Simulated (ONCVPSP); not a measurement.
# What the settings do to the ONCV potential of Ar (Z = 18)

Base potential:

ONCVPSP 4.0.1 input, shortened (lines: element, Z, core and valence counts, functional; n l f; lmax; l rc ep ncon nbas qcut; lloc lpopt rc5 dvloc0; l nproj debl; icmod fcfact rcfact), PBE, scalar-relativistic:

```
  Ar 18.00    3    2        4      upf
    1    0    2.00
    2    0    2.00
    2    1    6.00
    3    0    2.00
    3    1    6.00
    2
    0    1.20    0.00    4    8    7.00
    1    1.25    0.00    5    8    5.50
    2    1.00    0.28    3    7   10.30
    4    4    0.65    3.00
    0    2    0.60
    1    2    3.60
    2    2    0.90
    2    0.60    1.10
```

In the s channel the program set the typed energies aside and used -0.893, 0.250 Ha.

Cutoffs, loose and tight: the cutoffs (Ha) at which the residual kinetic energy of the hardest occupied pseudo-wave falls to 1 and 0.1 mHa per electron. They do not see the model core or the augmentation charge, which bear on the density cutoff. Test errors are all-electron minus pseudo excitation energies from the reference, over the configurations 3s2 3p5; 3s2 3p4; 3s2 3p3; 3s1 3p6. A dash means not determined; rows that change the core or the reference have their own tests.

```tsv
change	outcome	cutoff, loose	cutoff, tight	bound ghosts	GHOST(+) flags above zero	largest test error (meV)
base	generated, projector energies reset by the program	20 Ha	42 Ha	none	s	+48
s: rc 1.14	generated, projector energies reset by the program	20 Ha	42 Ha	none	s	+48
local potential polynomial inside 0.80 bohr (lpopt 3, dvloc0 2 Ha)	generated, projector energies reset by the program	20 Ha	42 Ha	none	s	+48
core correction Teter function fitted to the true core (icmod 2), fcfact 0.42	generated, projector energies reset by the program	20 Ha	42 Ha	none	s	+48
core correction none	generated, projector energies reset by the program	20 Ha	42 Ha	none	s	+36
d: qcut 5.9	generated, projector energies reset by the program	20 Ha	42 Ha	none	s, d	+48
local potential polynomial inside 0.65 bohr (lpopt 4, dvloc0 8.5 Ha)	generated, projector energies reset by the program	20 Ha	42 Ha	none	s	+48
```

(1) What comes out with this change to the base: s: qcut 4.3; p: qcut 3.4; d: qcut 6.3?

(2) What comes out with this change to the base: core [He], valence charge 16; reference 2s2 2p6 3s2 3p5; waves now 2s+3s: rc 0.80 bohr, ncon 4, nbas 9, qcut 14.7 1/bohr, 2 projectors; 2p+3p: rc 0.75 bohr, ncon 3, nbas 7, qcut 17.3 1/bohr, 2 projectors; d scattering state at 0.27 Ha: rc 0.65 bohr, ncon 3, nbas 7, qcut 16.7 1/bohr, 2 projectors, debl 3.6 Ha; local potential polynomial inside 0.65 bohr (lpopt 5, dvloc0 1 Ha)?

## Answers

(1) outcome: generated, projector energies reset by the program; cutoff, loose: 101 Ha; cutoff, tight: 122 Ha; bound ghosts: none; GHOST(+) flags above zero: s, d; largest test error (meV): +57.

(2) outcome: generated; cutoff, loose: 129 Ha; cutoff, tight: 144 Ha; bound ghosts: none; GHOST(+) flags above zero: none; largest test error (meV): +1456.
